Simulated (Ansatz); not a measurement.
Consider the ligand exchange at the Sc–F bond: `[F][Sc]([O][SiH3])[O][SiH3]` + NH₃ → `[NH2][Sc]([O][SiH3])[O][SiH3]` + H–F.

Gas-phase electronic energies from Ansatz, PBE0-D4/def2-TZVP geometries. CBS: MP2 limit from def2 TZ/QZ plus the TZ coupled-cluster correction, frozen cores. This one scheme is used for every species. Functionals use def2-TZVPP. B3LYP here is the variant with VWN-RPA as its local correlation; programs differ in this. For Sc outer-core shells are correlated without core-valence functions, which leaves a few kJ/mol of doubt a bond. Scalar relativity is left out up to krypton. One conformer a species, not always the lowest.

CCSD(T)/CBS gives +116.2 kJ/mol.

(1) Another level gave +120.1 kJ/mol. Which?
A. LDA (SPW92)/def2-TZVPP
B. CAM-B3LYP-D4/def2-TZVPP
C. B3LYP-D4/def2-TZVPP
D. LC-ωPBE/def2-TZVPP

Largest T1 diagnostic among the species: 0.015.

## Answers

(1) A. LDA (SPW92) 120.1, CAM-B3LYP-D4 128.8, B3LYP-D4 124.6, LC-ωPBE 134.0 kJ/mol.

From r2SCAN to r2SCAN0 (25 % exact exchange), in def2-TZVPP and without D4, ΔE moves by −3.1 kJ/mol. Leaving LDA and LC-ωPBE aside and taking each functional with its dispersion term where it has one, the values, not all of them listed here, spread over 9.6 kJ/mol, from HSE06-D4 to B97M-V. LDA lies −6.6 kJ/mol from PBE without D4. At CCSD(T), def2-SVP lies +21.3 kJ/mol from the extrapolated value and def2-TZVPP +2.5 kJ/mol.
